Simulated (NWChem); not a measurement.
# SiN2H5OF; SMILES N[Si](N)(O)F

```xyz
10

N      0.7361     1.2494     1.0128
Si    -0.0444     0.0888     0.0569
N      0.2650    -1.4613     0.6970
O     -1.6038     0.6375    -0.0580
F      0.4610    -0.0588    -1.4883
H      1.6681     1.1038     1.3760
H      0.4524     2.2203     1.0088
H      0.3052    -2.2754     0.0971
H      0.0331    -1.6960     1.6535
H     -2.0789     0.3580    -0.8453
```
Atoms are numbered in this order, from 1.

Geometry: optimised at PBE0/def2-SVP.

**Question.** Give the principal values of the shielding tensors (ppm) of N1, Si2, N3, O4, F5 from PBE/pcSseg-1, GIAO (NWChem), with their diamagnetic and paramagnetic parts as GIAO splits them.

**Answer.** 
| atom | σ11 | σ22 | σ33 | isotropic | diamagnetic | paramagnetic |
|---|---|---|---|---|---|---|
| N1 | 201.6 | 238.8 | 272.4 | 237.6 | 318.4 | -80.8 |
| Si2 | 353.9 | 369.9 | 427.8 | 383.8 | 883.2 | -499.3 |
| N3 | 203.9 | 241.0 | 273.0 | 239.3 | 318.6 | -79.4 |
| O4 | 248.7 | 258.8 | 310.7 | 272.7 | 389.7 | -117.0 |
| F5 | 269.5 | 270.4 | 380.6 | 306.8 | 473.7 | -166.9 |
